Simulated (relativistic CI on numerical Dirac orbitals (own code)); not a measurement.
Slater and spin-orbit integrals, Tb38+

These numbers are calculated, not measured: Dirac-Coulomb-Breit CI, separate exchange-only KLI orbitals for each configuration, model QED, unscaled Slater integrals (own radial code, finite nucleus).

Slater integrals F^k, G^k are unscaled and averaged over j, outside the closed core [Ne]; ζ comes from projecting the Hamiltonian with its Breit term on Σ l·s of the shell.

- 3s2.3p6.3d9: ζ(3d) = 112990 cm⁻¹; <r>(3d) = 0.2077, <r^2>(3d) = 0.05023 (bohr units).
- 3s2.3p5.3d10: ζ(3p) = 875000 cm⁻¹; <r>(3p) = 0.2302, <r^2>(3p) = 0.06137 (bohr units).
- 3s2.3p6.3d8.4s: F^2(3d,3d) = 492870, F^4(3d,3d) = 317580, ζ(3d) = 114960, G^2(3d,4s) = 50449 cm⁻¹; <r>(3d) = 0.2062, <r^2>(3d) = 0.04948, <r>(4s) = 0.461, <r^2>(4s) = 0.239 (bohr units).

**Question.** Give the Racah parameters of the d shell in 3s2.3p6.3d8.4s.

**Answer.** B = F²/49 − 5F⁴/441 = 6458 cm⁻¹ and C = 35F⁴/441 = 25205 cm⁻¹.

Averages of the first 10 configurations, taken without configuration mixing, which lowers the lowest level and can move excited configurations by several eV; other configurations of the list can lie among them:

```tsv
Configuration	Parity	States	Average energy above the lowest level (eV)
3s2.3p6.3d9	even	10	14.2
3s2.3p5.3d10	odd	6	409.8
3s.3p6.3d10	even	2	711.3
3s2.3p6.3d8.4s	even	90	1150.9
3s2.3p6.3d8.4p	odd	270	1262.7
3s2.3p6.3d8.4d	even	450	1405.7
3s2.3p4.3d10.4s	even	30	1933.7
3s2.3p4.3d10.4p	odd	90	2045.9
3s2.3p5.3d9.4s	odd	120	1538.9
3s2.3p6.3d8.4f	odd	630	1535.7
```
